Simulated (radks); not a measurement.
Ionisation ladder of krypton, from Kr XXIII to Kr XXXVI. Each ion is in the ground configuration listed by NIST, and IE = E(next ion) - E(this ion), with E = 0 for the bare nucleus. Calculated with a radial shooting solver on a logarithmic mesh with Libxc functionals: Dirac Kohn-Sham, exchange-only PBE, spin-unpolarised, spherical densities, finite nucleus; open shells fill j = l - 1/2 first; Fermi nuclear charge, rms radius 4.1884 fm.

species    configuration  E (hartree)  IE, Delta-SCF (eV)  -e(HOMO) (eV)   HOMO  <r> HOMO (bohr)  IE, NIST (eV)       kind  error (eV)
Kr XXIII    [Ne] 3s2 3p2  -2488.11198              997.35         971.51  3p1/2            0.439            999  semi-emp.        -1.7
Kr XXIV     [Ne] 3s2 3p1  -2451.46021              1049.3         1023.3  3p1/2            0.434           1042  semi-emp.        +7.3
Kr XXV          [Ne] 3s2  -2412.89926              1156.0         1131.1  3s1/2            0.446           1155  semi-emp.        +1.0
Kr XXVI         [Ne] 3s1  -2370.41631              1206.3         1181.0  3s1/2            0.442         1205.2  semi-emp.        +1.0
Kr XXVII            [Ne]  -2326.08641              2928.8         2856.1  2p3/2            0.158           2929  semi-emp.        -0.1
Kr XXVIII   [He] 2s2 2p5  -2218.45636              3075.8         3001.9  2p3/2            0.155           3072  semi-emp.        +3.8
Kr XXIX     [He] 2s2 2p4  -2105.42394              3225.0         3150.0  2p3/2            0.154           3228  semi-emp.        -3.0
Kr XXX      [He] 2s2 2p3  -1986.90625              3376.3         3300.4  2p3/2            0.152           3380  semi-emp.        -3.7
Kr XXXI     [He] 2s2 2p2  -1862.82863              3594.2         3515.6  2p1/2            0.146           3584  semi-emp.       +10.2
Kr XXXII    [He] 2s2 2p1  -1730.74600              3752.1         3673.0  2p1/2            0.145           3752  semi-emp.        +0.1
Kr XXXIII       [He] 2s2  -1592.85754              3978.8         3913.7  2s1/2            0.170           3971  semi-emp.        +7.8
Kr XXXIV        [He] 2s1  -1446.63863              4105.8         4043.3  2s1/2            0.168         4109.1     theory        -3.2
Kr XXXV             [He]  -1295.75203             17369.3        17091.3  1s1/2           0.0412        17296.4     theory       +72.8
Kr XXXVI             1s1   -657.44362             17890.0        17643.3  1s1/2           0.0408        17936.2     theory       -46.3

Reference values: NIST Atomic Spectra Database (exp. = measured, semi-emp. = semi-empirical, theory = theoretical value adopted there). The ionisation energy per charge of the ion left behind rises most, in proportion, at Kr XXXV ([He]), from 120.76 to 496.26 eV. Against the entries that are not theoretical the mean signed error is +0.1 % and the largest +0.7 %. Spin polarisation and multiplet splitting are left out, so open shells lie too high by an amount that depends on their filling.

Beside tabulated values, note that spin-unpolarised runs miss the spin-polarisation part of the exchange energy of open shells.
